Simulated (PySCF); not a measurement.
# Computed records: BFH4NSi, B2H5NSi, BH4NOSi, B2H3O2 and others

All values are calculated (PySCF 2.14.0). Calculation on a computer-drawn molecule: optimised geometry and harmonic frequencies of an isolated molecule of the commonest isotopes, restricted reference for singlets and unrestricted otherwise, frozen core in MP2.

```yaml
- entry: 1
  formula: BFH4NSi
  start_structure:
    atoms_angstrom:
      - [B, -2.9013, 0.3512, -0.4511]
      - ["N", -2.2015, -0.8378, -0.516]
      - [Si, -0.5808, -1.1022, -0.1789]
      - [F, -0.3511, -2.6425, -0.6592]
      - [H, -4.0651, 0.3295, -0.7908]
      - [H, -2.3632, 1.3361, -0.1915]
      - [H, -2.7034, -1.6634, -0.7822]
      - [H, 0.3833, -0.3186, -0.9241]
  given:
    charge: 0
    multiplicity: 2
    method: HF
    basis: "cc-pV(D+d)Z"
    drawn_bonds_atom: [1, 2, 3, 1, 1, 2, 3]
    drawn_bonds_other_atom: [2, 3, 4, 5, 6, 7, 8]
    drawn_bonds_order: [1, 1, 1, 1, 1, 1, 1]
  results:
    optimised_atom_element: [B, "N", Si, F, H, H, H, H]
    "optimised_atom_x [angstrom]": [-2.839, -2.281, -0.6073, -0.1664, -4.031, -2.118, -2.934, 0.1927]
    "optimised_atom_y [angstrom]": [0.3138, -0.958, -1.347, -2.414, 0.4298, 1.266, -1.716, -0.1215]
    "optimised_atom_z [angstrom]": [-0.6171, -0.3674, -0.1589, -1.296, -0.712, -0.7275, -0.2795, -0.3356]
    "modes_frequency [cm^-1]": [51.73, 227.7, 310.3, 387.4, 759.0, 784.7, 812.7, 847.2, 902.3, 1029, 1101, 1219, 1362, 1467, 2327, 2672, 2743, 3786]
    "modes_reduced_mass [dalton]": [2.97, 2.309, 2.493, 2.14, 3.995, 1.257, 1.115, 1.257, 4.757, 1.387, 1.359, 1.652, 1.287, 2.033, 1.043, 1.053, 1.131, 1.075]
    "rotational_constants [GHz]": [18.22, 3.343, 3.125]
    "total_energy [hartree]": -469.9212
    spin_squared: 0.7529
    "convergence_status_largest_gradient_component [hartree/bohr]": 1.142e-05
- entry: 2
  formula: B2H5NSi
  start_structure:
    atoms_angstrom:
      - [B, -1.7814, 0.9826, 1.0277]
      - ["N", -1.3077, -0.3288, 0.9433]
      - [Si, 0.1708, -0.9367, 0.2745]
      - [B, 1.6792, -0.2741, -0.6766]
      - [H, -2.7887, 1.1518, 1.5614]
      - [H, -1.1202, 1.8226, 0.5097]
      - [H, -1.9161, -1.0442, 1.3818]
      - [H, 1.7322, -0.4768, -1.7521]
      - [H, 2.6684, -0.2625, -0.0816]
  given:
    charge: 0
    multiplicity: 1
    method: HF
    basis: "cc-pV(D+d)Z"
    drawn_bonds_atom: [1, 2, 3, 1, 1, 2, 4, 4]
    drawn_bonds_other_atom: [2, 3, 4, 5, 6, 7, 8, 9]
    drawn_bonds_order: [1, 1, 1, 1, 1, 1, 1, 1]
  results:
    optimised_atom_element: [B, "N", Si, B, H, H, H, H, H]
    "optimised_atom_x [angstrom]": [-1.352, -1.226, 0.06785, 1.269, -2.312, -0.4822, -1.984, 1.196, 2.16]
    "optimised_atom_y [angstrom]": [0.8289, -0.5734, -1.626, -0.2025, 1.406, 1.446, -1.03, 0.06233, 0.3222]
    "optimised_atom_z [angstrom]": [0.8143, 0.9499, 0.4047, -0.4512, 1.249, 0.2539, 1.426, -1.623, 0.1644]
    "modes_frequency [cm^-1]": [149.5, 172.1, 304.2, 364.7, 382.9, 522.1, 600.5, 733.3, 913.2, 937.3, 1017, 1099, 1209, 1241, 1375, 1467, 2639, 2650, 2717, 2721, 3776]
    "modes_reduced_mass [dalton]": [2.83, 3.093, 1.051, 1.058, 3.367, 1.248, 4.746, 4.365, 1.104, 1.377, 1.413, 1.372, 1.787, 1.157, 1.316, 1.746, 1.057, 1.056, 1.124, 1.122, 1.075]
    "rotational_constants [GHz]": [9.171, 5.024, 3.337]
    "total_energy [hartree]": -395.6447
    "convergence_status_largest_gradient_component [hartree/bohr]": 3.25e-05
- entry: 3
  formula: BH4NOSi
  start_structure:
    atoms_angstrom:
      - [B, -1.2559, 1.585, 0.5507]
      - ["N", -1.4221, 0.555, 1.4831]
      - [Si, -0.2376, -0.7664, 2.0532]
      - [O, 1.0363, -0.4317, 1.1815]
      - [H, -2.1275, 2.3595, 0.3958]
      - [H, -0.2024, 1.7679, -0.04]
      - [H, -2.3031, 0.5794, 1.9034]
      - [H, 1.1603, 0.2816, 0.4649]
  given:
    charge: 0
    multiplicity: 1
    method: HF
    basis: "cc-pV(D+d)Z"
    drawn_bonds_atom: [1, 2, 3, 1, 1, 2, 4]
    drawn_bonds_other_atom: [2, 3, 4, 5, 6, 7, 8]
    drawn_bonds_order: [1, 1, 1, 1, 1, 1, 1]
  results:
    optimised_atom_element: [B, "N", Si, O, H, H, H, H]
    "optimised_atom_x [angstrom]": [-1.238, -1.381, -0.2953, 1.062, -2.143, -0.2079, -2.277, 1.128]
    "optimised_atom_y [angstrom]": [1.61, 0.5578, -0.7233, -0.439, 2.375, 1.752, 0.5216, 0.2759]
    "optimised_atom_z [angstrom]": [0.557, 1.487, 2.023, 1.144, 0.3603, -0.04872, 1.943, 0.5259]
    "modes_frequency [cm^-1]": [145.9, 257.0, 331.3, 431.4, 532.0, 686.5, 849.5, 875.5, 904.6, 1022, 1098, 1215, 1376, 1470, 2657, 2723, 3766, 4139]
    "modes_reduced_mass [dalton]": [2.984, 3.493, 1.175, 3.343, 1.171, 4.272, 1.445, 1.087, 4.363, 1.41, 1.378, 1.806, 1.269, 1.856, 1.057, 1.126, 1.075, 1.066]
    "rotational_constants [GHz]": [12.42, 4.694, 3.407]
    "total_energy [hartree]": -445.3421
    "convergence_status_largest_gradient_component [hartree/bohr]": 1.672e-05
- entry: 4
  formula: B2H3O2
  start_structure:
    atoms_angstrom:
      - [B, -1.2683, 1.9122, -0.1531]
      - [O, -0.159, 1.3497, -0.5461]
      - [B, 0.2951, -0.0907, -0.657]
      - [O, 0.8634, -0.648, 0.2813]
      - [H, -2.239, 1.3905, 0.2577]
      - [H, -1.351, 3.1015, -0.3012]
      - [H, 0.073, -0.3989, -1.8508]
  given:
    charge: -1
    multiplicity: 1
    method: HF
    basis: aug-cc-pVDZ
    drawn_bonds_atom: [1, 2, 3, 1, 1, 3]
    drawn_bonds_other_atom: [2, 3, 4, 5, 6, 7]
    drawn_bonds_order: [1, 1, 1, 1, 1, 1]
  results:
    optimised_atom_element: [B, O, B, O, H, H, H]
    "optimised_atom_x [angstrom]": [-1.231, -0.3031, 0.2241, 0.332, -1.891, -1.463, 0.5473]
    "optimised_atom_y [angstrom]": [1.922, 1.355, -0.02355, -0.6315, 1.316, 3.111, -0.4327]
    "optimised_atom_z [angstrom]": [-0.1544, -0.9063, -0.7455, 0.3575, 0.6588, -0.3132, -1.866]
    "modes_frequency [cm^-1]": [103.5, 229.1, 294.1, 598.2, 828.3, 972.5, 1081, 1131, 1172, 1285, 1463, 1647, 2393, 2492, 2593]
    "modes_reduced_mass [dalton]": [1.935, 2.526, 1.376, 5.803, 5.395, 1.776, 1.486, 1.38, 1.163, 1.252, 4.142, 7.935, 1.091, 1.081, 1.092]
    "rotational_constants [GHz]": [24.95, 5.782, 4.793]
    "total_energy [hartree]": -200.9944
    "convergence_status_largest_gradient_component [hartree/bohr]": 3.56e-05
- entry: 5
  formula: B2H3O2
  start_structure:
    atoms_angstrom:
      - [B, -1.2314, 1.9215, -0.1544]
      - [O, -0.3031, 1.3552, -0.9063]
      - [B, 0.2241, -0.0235, -0.7455]
      - [O, 0.332, -0.6315, 0.3575]
      - [H, -1.8914, 1.3162, 0.6588]
      - [H, -1.4633, 3.1112, -0.3132]
      - [H, 0.5473, -0.4327, -1.8662]
  given:
    charge: -1
    multiplicity: 1
    method: MP2
    basis: aug-cc-pVDZ
    drawn_bonds_atom: [1, 2, 3, 1, 1, 3]
    drawn_bonds_other_atom: [2, 3, 4, 5, 6, 7]
    drawn_bonds_order: [1, 1, 1, 1, 1, 1]
  results:
    optimised_atom_element: [B, O, B, O, H, H, H]
    "optimised_atom_x [angstrom]": [-1.238, -0.1934, 0.2487, 0.4957, -1.991, -1.456, 0.3481]
    "optimised_atom_y [angstrom]": [1.939, 1.424, -0.03543, -0.6281, 1.253, 3.14, -0.4762]
    "optimised_atom_z [angstrom]": [-0.1691, -0.841, -0.7221, 0.3998, 0.4994, -0.2651, -1.871]
    "modes_frequency [cm^-1]": [88.82, 228.3, 313.9, 530.1, 735.4, 876.7, 1013, 1047, 1085, 1215, 1382, 1503, 2405, 2470, 2533]
    "modes_reduced_mass [dalton]": [2.627, 2.556, 1.22, 5.277, 6.159, 1.752, 1.439, 1.367, 1.126, 1.255, 4.262, 7.743, 1.094, 1.067, 1.109]
    "rotational_constants [GHz]": [24.87, 5.38, 4.632]
    "total_energy [hartree]": -201.5818
    "convergence_status_largest_gradient_component [hartree/bohr]": 1.217e-05
- entry: 6
  formula: CH5BOSi
  start_structure:
    atoms_angstrom:
      - [B, -2.2283, 1.7976, -0.519]
      - [O, -1.3709, 1.3439, 0.5179]
      - [C, -1.7541, 0.8032, 1.6548]
      - [Si, -1.3327, -1.1147, 1.6324]
      - [H, -1.6481, 2.1724, -1.4695]
      - [H, -3.3916, 1.6886, -0.379]
      - [H, -2.8163, 0.861, 1.8439]
      - [H, -1.2941, 1.3185, 2.5244]
      - [H, -1.8103, -1.4274, 0.2656]
  given:
    charge: 0
    multiplicity: 1
    method: HF
    basis: "cc-pV(D+d)Z"
    drawn_bonds_atom: [1, 2, 3, 1, 1, 3, 3, 4]
    drawn_bonds_other_atom: [2, 3, 4, 5, 6, 7, 8, 9]
    drawn_bonds_order: [1, 1, 1, 1, 1, 1, 1, 1]
  results:
    optimised_atom_element: [B, O, C, Si, H, H, H, H, H]
    "optimised_atom_x [angstrom]": [-2.21, -1.364, -1.77, -1.567, -1.737, -3.402, -2.838, -1.232, -1.527]
    "optimised_atom_y [angstrom]": [1.808, 1.329, 0.7344, -1.171, 2.274, 1.769, 0.9266, 1.235, -1.461]
    "optimised_atom_z [angstrom]": [-0.506, 0.413, 1.629, 1.794, -1.505, -0.3249, 1.822, 2.44, 0.3095]
    "modes_frequency [cm^-1]": [47.78, 137.6, 281.2, 376.8, 443.7, 594.7, 645.7, 887.4, 1011, 1105, 1132, 1298, 1357, 1394, 1469, 1552, 2160, 2647, 2738, 3103, 3205]
    "modes_reduced_mass [dalton]": [2.92, 1.164, 2.025, 1.99, 1.53, 1.972, 2.218, 1.305, 2.121, 1.846, 1.36, 1.432, 1.141, 1.431, 2.568, 1.154, 1.042, 1.059, 1.122, 1.068, 1.09]
    "rotational_constants [GHz]": [19.94, 2.942, 2.791]
    "total_energy [hartree]": -429.2197
    "convergence_status_largest_gradient_component [hartree/bohr]": 2.579e-05
```
